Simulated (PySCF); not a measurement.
Al(F)(NHMe)(OH) (CH₅AlFNO), SMILES C[NH][Al]([OH])[F].

Geometry: r2SCAN-D4/def2-SVP. The structure was generated by enumeration; whether it is a known compound was not checked. Other conformers were not sampled.

Two levels are set side by side: TDDFT-PBE/def2-SVPD (PySCF) and TDDFT-B3LYP/def2-SVPD (PySCF). Vertical, same geometry. The lowest singlet is HOMO→LUMO 100 % with PBE and HOMO→LUMO 99 % with the other functional; states are paired by order. Differences are taken from unrounded values.

```
quantity                               TDDFT-B3LYP  TDDFT-PBE  TDDFT-PBE minus TDDFT-B3LYP
-------------------------------------  -----------  ---------  ---------------------------
lowest singlet excitation (eV)                4.80       4.24                        -0.56
lowest triplet excitation (TDA) (eV)          4.53       4.00                        -0.53
first bright state (f over 0.05) (eV)         6.70       6.20                        -0.51
its oscillator strength                       0.12       0.11                        -0.01
```

A lower first singlet is the usual sign of a functional without exact exchange. Differences between two approximate levels are no errors against the true value.

Rough cost on one machine, each run with all the roots and properties that it gave: TDDFT-B3LYP against TDDFT-PBE about 3 times.
